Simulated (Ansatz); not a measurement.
`BC(=C)[O][GeH3]` and `BC(=C)Br` differ in one atom or group.

Ansatz, PBE0-D4/def2-TZVP geometries, multiplicity 1. Each molecule was computed in one conformer, which needn't be the lowest.

Scalar relativity is left out up to krypton.

| property | `BC(=C)[O][GeH3]` |
| --- | --- |
| LUMO energy (PBE/def2-TZVPP) / eV | -3.05 |
| size of the dipole moment (ωB97M-V/def2-TZVPP) / D | 0.64 |
| HOMO energy (PBE/def2-TZVPP) / eV | -5.96 |
| size of the dipole moment (PBE/def2-TZVPP) / D | 0.63 |
| HOMO–LUMO gap (PBE/def2-TZVPP) / eV | 2.91 |
| HOMO energy (PBE0/def2-TZVPP) / eV | -7.04 |

Problem. What does the change do to each property? (Estimate.)

Solution. The calculation gave: 
```tsv
property	`BC(=C)Br`	shift
LUMO energy (PBE/def2-TZVPP) / eV	-3.50	-0.45
size of the dipole moment (ωB97M-V/def2-TZVPP) / D	1.84	1.20
HOMO energy (PBE/def2-TZVPP) / eV	-6.56	-0.60
size of the dipole moment (PBE/def2-TZVPP) / D	1.72	1.09
HOMO–LUMO gap (PBE/def2-TZVPP) / eV	3.06	0.15
HOMO energy (PBE0/def2-TZVPP) / eV	-7.66	-0.62
```

With PBE0 the HOMO falls by 0.62 eV and the LUMO falls by 0.43 eV, so the gap widens by about 0.19 eV. PBE moves the HOMO by -0.60 eV and ωB97M-V by -0.58 eV. Dipoles are sizes alone; their direction can turn.

Spin–orbit coupling is left out; it splits and shifts lone-pair levels of the heavy atoms by tenths of an eV.
